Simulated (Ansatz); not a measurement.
One change: `N=C(O)Br` becomes `BBC(=N)O`.

Ansatz, PBE0-D4/def2-TZVP geometries, multiplicity 1. Each molecule was computed in one conformer, which needn't be the lowest.

Scalar relativity is left out up to krypton.

```json
{"property": "HOMO energy (ωB97M-V/def2-TZVPP) / eV", "`N=C(O)Br`": "-10.46"}
{"property": "LUMO energy (B3LYP/def2-TZVPP) / eV", "`N=C(O)Br`": "-0.71"}
{"property": "HOMO–LUMO gap (ωB97M-V/def2-TZVPP) / eV", "`N=C(O)Br`": "11.82"}
{"property": "HOMO–LUMO gap (PBE0/def2-TZVPP) / eV", "`N=C(O)Br`": "7.87"}
{"property": "size of the dipole moment (ωB97M-V/def2-TZVPP) / D", "`N=C(O)Br`": "3.06"}
{"property": "size of the dipole moment (PBE/def2-TZVPP) / D", "`N=C(O)Br`": "3.00"}
```

(1) What does the change do to each property? (Best estimate.)

## Answers

(1) Computed: 
```
                                          property  `BBC(=N)O`  shift
             HOMO energy (ωB97M-V/def2-TZVPP) / eV      -10.30   0.16
               LUMO energy (B3LYP/def2-TZVPP) / eV       -2.03  -1.32
           HOMO–LUMO gap (ωB97M-V/def2-TZVPP) / eV       10.43  -1.39
              HOMO–LUMO gap (PBE0/def2-TZVPP) / eV        6.18  -1.69
size of the dipole moment (ωB97M-V/def2-TZVPP) / D        1.98  -1.08
    size of the dipole moment (PBE/def2-TZVPP) / D        2.00  -1.00
```

With PBE0 the HOMO rises by 0.25 eV and the LUMO falls by 1.45 eV, so the gap narrows by about 1.70 eV. PBE moves the HOMO by 0.25 eV and ωB97M-V by 0.16 eV. The zero-point energy changes by 82.7 kJ/mol with +12 modes. Dipoles are sizes alone; their direction can turn.

B3LYP here is the variant with VWN-RPA as its local correlation; programs differ in this.

Spin–orbit coupling is left out; it splits and shifts lone-pair levels of the heavy atoms by tenths of an eV.
